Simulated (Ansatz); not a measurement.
H₄INSi, SMILES `N[SiH2]I`, relaxed with RKS PBE-D4/def2-SVP in Ansatz from a rough embedded geometry. The force threshold is 0.03 eV/Å; the program also tests the step.

Charge 0, multiplicity 1. I takes the def2 core potential.

Start:

```xyz
7

N     0.329    1.010    0.176
Si   -0.169   -0.477   -0.318
I     1.686   -1.964    0.110
H     0.541    0.990    1.143
H    -0.483    1.706    0.119
H    -0.556   -0.420   -1.755
H    -1.348   -0.844    0.525
```

(1) How much energy does the relaxation release, and in how many steps? (Estimate.)

(2) Which bonds change most? (Best estimate.)

(3) Give the relaxed structure. (Best estimate.)

Results:

(1) The calculation gave: 13.51 kcal/mol, in 12 steps, 1 of them rejected.

(2) Computed: Si2–I3 from 2.416 to 2.504 Å; N1–Si2 from 1.644 to 1.731 Å; N1–H5 from 1.071 to 1.024 Å; N1–H4 from 0.989 to 1.024 Å.

(3) The calculation gave: 
```xyz
7

N    -0.088    1.107    0.345
Si   -0.279   -0.512   -0.237
I     1.773   -1.947   -0.214
H     0.099    1.251    1.341
H     0.473    1.762   -0.208
H    -0.708   -0.450   -1.670
H    -1.269   -1.211    0.643
```
